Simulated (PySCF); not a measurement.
BCl₂Br, SMILES ClB(Cl)Br.

Coordinates come from a PBE0-D3(BJ)/def2-SVP optimisation.

Level of theory: B3LYP/def2-TZVPD in PySCF.

Isolated molecule, no solvent.

total energy: -3519.61574 hartree
point group: C2v
highest occupied level: -8.42 eV
lowest empty level: -2.11 eV
orbital gap: 6.31 eV
dipole moment: 0.03 D
quadrupole, principal values (traceless, Buckingham form, about the centre of nuclear charge): -0.80, 0.05, 0.75 D·Å
mean static polarisability: 64.2 bohr³ (9.52 Å³)
polarisability, principal values: 47.1, 69.5, 76.1 bohr³
